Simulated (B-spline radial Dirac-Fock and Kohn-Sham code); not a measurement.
Model: Dirac-Fock densities. Program: an atomic code on a B-spline grid.

Q: This computed X-ray form factor belongs to an atom or ion in its tabulated ground configuration. Which?

```
sin θ/λ (Å⁻¹)      f₀
          0.2  34.397
         0.35  31.521
          0.4  30.380
          0.7  23.406
          0.8  21.421
          1.2  15.643
            4   4.128
            5   3.073
            6   2.254
```

A: Cs¹⁹⁺, with 36 electrons in [Ar] 3d10 4s2 4p6. f₀ tends to the number of electrons as s goes to zero, which the first rows give only roughly, and the rate of fall reflects the nuclear charge, 55.
